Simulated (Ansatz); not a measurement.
HCl$_{3}$Ge, charge +1, doublet, geometry from GFN2-xTB (a state made from the parent by changing its charge; the spin is typed, not shown lowest); B3LYP/STO-3G (Ansatz, a program for electronic structure).

Ansatz was given this input:
Ansatz 0.2 input:
```yaml
crystal:
  periodic: [false, false, false]
  atoms:
    - {symbol: Ge, position_ang: [-0.01929445, -0.00138719, 0.27034132]}
    - {symbol: Cl, position_ang: [-0.21577045, 2.04019173, -0.21134258]}
    - {symbol: Cl, position_ang: [1.89128543, -0.81909955, -0.07563228]}
    - {symbol: Cl, position_ang: [-1.63154486, -1.21793090, -0.32910572]}
    - {symbol: H, position_ang: [-0.13006941, -0.00935147, 1.82244780]}
basis:
  gaussian:
    orbitals: STO-3G
hamiltonian:
  xc: b3lyp
total_charge: 1
magnetization: {spin_polarized: true, initial_magnetization: 1}
accuracy: high
```

Task: What does Ansatz print? Leave out banner, timings and long lists.

Result: 
```
Functional definition: B3LYP
811 factors; integrals over basis functions are off by at most 1.1e-8 eV
mean field evaluation 1: about -93003.4066 eV, gradient 6.3e1 eV
mean field evaluation 2: about -92997.8254 eV, gradient 6.0e1 eV
mean field evaluation 4: about -93034.4295 eV, gradient 4.8e0 eV
mean field evaluation 8: about -93034.6956 eV, gradient 2.4e-1 eV
mean field evaluation 16: about -93034.6933 eV, gradient 2.7e-4 eV
mean field evaluation 32: about -93033.9164 eV, gradient 1.5e-3 eV
mean field -93034.69326250 eV, -3418.9619162168 hartree, gradient 5.9e-8 eV, S^2 0.753446; 5 other end points of the search recorded, 0 dependent functions left out
reference -93034.69329446 eV, -3418.9619173915 hartree; 42, 41 occupied and 4, 5 virtual orbitals, 811 factors
Total energy: -93034.69329446 eV, -3418.9619173915 hartree
```
